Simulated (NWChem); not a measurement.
## Atomisation of C2H4Cl2

```xyz
8

C      1.7017     0.3206     0.0000
C      0.2057     0.4992     0.0000
Cl    -0.5169    -0.2149    -1.4670
Cl    -0.5169    -0.2149     1.4670
H      1.9557    -0.7485     0.0000
H      2.1329     0.7904    -0.8960
H      2.1329     0.7904     0.8960
H     -0.0904     1.5552     0.0000
```
Charge 0, spin multiplicity 1.

Program: NWChem. Structure: optimised with PBE0/def2-SVP, a minimum by its harmonic frequencies.

Basis set: def2-TZVP. The atomisation energy is electronic alone: no zero-point, thermal, spin-orbit or counterpoise terms. No value is extrapolated to the basis-set limit. Free atoms are single determinants with multiplicities C 3, Cl 2, H 2.

B3LYP has NWChem's definition, with VWN1-RPA local correlation. The structure started from a generated list of species. The stability of the SCF solutions was not checked. Open-shell Hartree-Fock references start from PBE0 orbitals.

Question: Order these methods by the atomisation energy they give, lowest first: PBE0, HF, B3LYP, PBE, BHandHLYP.

Answer: HF (487.7 kcal/mol), BHandHLYP (641.4 kcal/mol), B3LYP (658.4 kcal/mol), PBE0 (671.7 kcal/mol), PBE (682.3 kcal/mol)
